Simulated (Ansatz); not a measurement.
Reaction (cleavage of the Si–Si bond): `O[SiH2][SiH2]P` + `OBF` → `O[SiH2]OBF` + `[SiH3]P`

Isolated molecules relaxed with PBE0-D4/def2-TZVP in Ansatz; ΔE leaves out vibrations. CCSD(T)/CBS adds triple-zeta CCSD(T) − MP2 to the extrapolated MP2 energy (def2 sets, frozen cores). This one scheme is used for every species. DFT in def2-TZVPP. B3LYP here is the variant with VWN-RPA as its local correlation; programs differ in this. Each species was taken in one conformer, which may not be the lowest.

**Question.** Is it downhill or uphill in electronic energy at CCSD(T)/CBS, and by how much? (Estimate.)

**Answer.** The calculation gave: Downhill: ΔE = -109.8 kJ/mol.

**Question.** What do these levels give: PBE-D4, r2SCAN-D4, B3LYP-D4, ωB97M-V, B2PLYP, r2SCAN, PBE0, HF/def2-TZVPP, CCSD/def2-TZVPP, MP2/def2-QZVPP, SCS-MP2/def2-QZVPP, MP2/CBS(def2)? (Estimate.)

**Answer.** Ansatz gave: PBE-D4 -83.4, r2SCAN-D4 -104.9, B3LYP-D4 -107.8, ωB97M-V -113.1, B2PLYP -115.8, r2SCAN -105.8, PBE0 -95.0, HF/def2-TZVPP -138.0, CCSD/def2-TZVPP -114.9, MP2/def2-QZVPP -116.3, SCS-MP2/def2-QZVPP -120.8, MP2/CBS(def2) -115.0 kJ/mol.

Largest T1 diagnostic among the species: 0.013.

From PBE to PBE0 (25 % exact exchange), in def2-TZVPP and without D4, ΔE moves by −8.3 kJ/mol. In def2-TZVPP, CCSD(T) changes the Hartree–Fock value by +27.1 kJ/mol (the triples alone add +3.9 kJ/mol) and MP2 by +21.8 kJ/mol.
